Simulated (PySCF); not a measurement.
## Al: excitation energy

Al [Ne] 3s2 3p1 (2P) → Al [Ne] 3s2 4s1 (2S), as a difference of total energies. All numbers are calculated (PySCF 2.14, the non-relativistic Hamiltonian (point nucleus), in dyall-av3z (19s12p3d2f, 84 functions)). Correlated levels: valence: [Ne] frozen; virtual orbitals above 40 to 60 times the deepest correlated orbital energy dropped. The calculations carry no spin-orbit coupling.

| method | excitation energy (eV) |
| --- | --- |
| UHF | 2.987 |
| LDA | 3.081 |
| PBE | 3.133 |
| PBE0 | 3.186 |
| r2SCAN | 3.358 |
| MN15 | 2.990 |
| r2SCAN0 | 3.341 |
| revPBE | 3.147 |
| PBEsol | 3.115 |
| MP2 (valence) | 3.073 |
| SCS-MP2 (valence) | 3.075 |

Q: How much does correlation contribute at MP2 (valence)?

A: 3.073 − (2.987) = 0.086 eV, measured against UHF.

Errors of the correlated levels include the incompleteness of this basis and the frozen core.

For comparison: 3.133 eV (measured; NIST levels, between the centres of gravity of the two terms).
